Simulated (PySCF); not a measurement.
# Electron correlation in P+ (phosphorus, charge +1)

[Ne] 3s2 3p2, high-spin 3P determinant. Calculation: PySCF 2.14, in pcseg-2 (5s4p2d1f, 34 functions); no relativity, point nucleus. Frozen: [Ne]; 4 electrons correlated.

MP2 pair energies summed by pair of shells (mhartree):

```tsv
pair	energy	share (%)
3s-3p	-36.66	62.0
3s-3s	-16.60	28.1
3p-3p	-5.91	10.0
```

Total MP2 correlation energy: -59.18 mhartree.

Same-spin part -9.61 and opposite-spin part -49.57 mhartree; SCS-MP2 scales them by 1/3 and 6/5 to -62.69 mhartree.

```
  level  correlation energy (mhartree)
   CCSD                         -78.58
    (T)                          -1.95
CCSD(T)                         -80.53
```

Diagnostics: T1 = 0.0093, D1 = 0.0215, largest double amplitude 0.103.

Cost of the coupled-cluster step: 0.3 s of wall time on 1 thread of Neoverse-V1 (shared host), for 4 correlated electrons.
